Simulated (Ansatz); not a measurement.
Z-matrix (Å, degrees):
```
C
C 1 1.543
Al 1 2.261 2 57.5
O 1 1.404 2 106.9 3 6.4
Cl 1 1.807 2 110.5 3 -113.3
H 1 1.091 2 114.4 3 128.7
H 2 1.086 1 114.6 3 121.1
H 2 1.092 1 111.8 3 -113.6
Cl 3 2.071 1 169.2 2 178.6
```

Total charge 0; spin multiplicity 1.

(1) List the r2SCAN/def2-TZVPP orbital energies in eV (the Gaussian-basis code of Ansatz). (Best estimate.)

Results:

(1) Ansatz gave: Occupied: -2753.81, -2753.05, -1518.25, -515.93, -276.40, -273.29, -255.20, -254.42, -193.70, -193.62, -193.61, -193.02, -192.79, -192.78, -111.72, -72.04, -71.86, -71.83, -27.12, -21.76, -21.69, -19.04, -15.63, -12.82, -12.12, -11.70, -10.87, -10.14, -9.10, -9.00, -8.49, -7.93, -7.72, -7.43, -7.02. Lowest empty: -1.38, -1.21, -0.12, 0.34, 1.25, 2.22, 2.59, 3.32.
